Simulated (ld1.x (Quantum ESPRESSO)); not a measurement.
# Configuration tests for titanium (TM)

ld1.x (Quantum ESPRESSO) 7.5 input, shortened:

```
&input
   title='Ti', zed=22., rel=1, dft='PBE', iswitch=3,
   config='[Ar] 3d2 4s2 4p0'
 /
 &inputp
   pseudotype=2, tm=.true., lloc=0,
   nlcc=.false.
 /
3
3P  2  1   6.00   0.00  1.10  1.10  0.0
3D  3  2   2.00   0.00  1.20  1.20  0.0
3S  1  0   2.00   0.00  1.65  1.65  0.0
 &test
   configts(1)='3s2 3p6 3d2 4s2 4p0'
 /
```

Occupied shells without a wave of their own: 4s. They enter only through the test configuration that unscreens the potential.

Energies are relative to the spin-unpolarised reference configuration 3s2 3p6 3d2 4s2 4p0; without spin polarisation the order of configurations can differ from experiment.

Question: Give the all-electron excitation energy and the error of the potential for: 3s2 3p6 3d2 4s1 4p0; 3s2 3p6 3d2 4s0 4p0; 3s2 3p6 3d1 4s0 4p0; 3s2 3p6 3d3 4s1 4p0; 3s2 3p6 3d0 4s0 4p0; 3s1 3p6 3d2 4s2 4p0; 3s2 3p6 3d2.5 4s1.5 4p0.

Answer:

```
  valence configuration  charge  ΔE all-electron (eV)  error AE − PS (meV)
    3s2 3p6 3d2 4s1 4p0      +1                 7.347                 -917
    3s2 3p6 3d2 4s0 4p0      +2                20.919                -2416
    3s2 3p6 3d1 4s0 4p0      +3                47.867                -3718
    3s2 3p6 3d3 4s1 4p0       0                 1.106                 -503
    3s2 3p6 3d0 4s0 4p0      +4                91.153                -5128
    3s1 3p6 3d2 4s2 4p0      +1                69.655                 +109
3s2 3p6 3d2.5 4s1.5 4p0       0                 0.353                 -289
```

Levels in the configuration 3s2 3p6 3d0 4s0 4p0:

```tsv
level	all-electron (eV)	pseudo (eV)
3s	-113.932	-115.678
3p	-89.413	-90.911
```

These tests converged, but a pseudo level misses the all-electron one widely, so the file describes the atom poorly there or has found another state: 3s2 3p6 3d1 4s0 4p0: empty 4s by 2.8 eV; 3s2 3p6 3d0 4s0 4p0: empty 4s by 4.2 eV. The 4s level has no wave, so the channel is fitted at the deeper level alone: the likely source of the large errors.

The potential misses its own reference levels by up to 0.7 eV.
